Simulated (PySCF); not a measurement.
**How methods differ on the ionisation energy of Sn²⁺**

Sn²⁺ [Kr] 4d10 5s2 (1S) → Sn³⁺ [Kr] 4d10 5s1 (2S), as a difference of total energies. All numbers are calculated (PySCF 2.14, a scalar-relativistic core potential, in aug-cc-pVTZ-PP with ECP28MDF (6s5p4d2f, 55 functions)). Correlated levels: valence: 4s2 4p6 4d10 frozen. The calculations carry no spin-orbit coupling.

```
           method  ionisation energy (eV)  error (eV)
              UHF                  28.537      -1.969
              LDA                  31.280      +0.774
              PBE                  30.791      +0.285
             PBE0                  30.421      -0.085
           r2SCAN                  30.455      -0.051
             TPSS                  30.458      -0.048
          r2SCANh                  30.376      -0.130
           B2PLYP                  30.168      -0.338
           revPBE                  30.605      +0.099
    MP2 (valence)                  29.209      -1.297
SCS-MP2 (valence)                  29.344      -1.162
```

Reference: 30.506 eV (measured; NIST Atomic Spectra Database, ionization energies).

Errors of the correlated levels include the incompleteness of this basis and the frozen core.

MP2 underrates the near-degeneracy of ns² with np² in the lower species.
